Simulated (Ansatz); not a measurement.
CH7AlOSi2 can be A, `[AlH2][CH]1O[SiH2][SiH2]1`, or B, `[SiH3][SiH]1O[CH2][AlH]1`.

Isolated molecules relaxed with PBE0-D4/def2-TZVP in Ansatz; ΔE leaves out vibrations. CCSD(T)/CBS adds triple-zeta CCSD(T) − MP2 to the extrapolated MP2 energy (def2 sets, frozen cores). Functionals use def2-TZVPP. B3LYP here is the variant with VWN-RPA as its local correlation; programs differ in this.

Which is lower in electronic energy at CCSD(T)/CBS, and by how much? (An estimate is asked.)

Computed: B, by 6.5 kJ/mol.

Give E(B) − E(A) in kJ/mol with B3LYP, B2PLYP, PBE-D4, B3LYP-D4, ωB97M-V, PBE0-D4, r2SCAN-D4. (Best estimate.)

Computed: B3LYP -14.0, B2PLYP -8.8, PBE-D4 -19.7, B3LYP-D4 -9.5, ωB97M-V -2.3, PBE0-D4 -16.4, r2SCAN-D4 -11.7. None reverses the order clearly.

Largest T1 diagnostic: 0.014.

From PBE to PBE0 (25 % exact exchange), in def2-TZVPP and without D4, E(B) − E(A) moves by +3.8 kJ/mol. The D4 term adds +4.5 kJ/mol with B3LYP and +2.2 kJ/mol with PBE0; it sums over pairs of atoms, weighted by their polarisabilities, and B3LYP, whose exchange is more repulsive, gets the larger term.
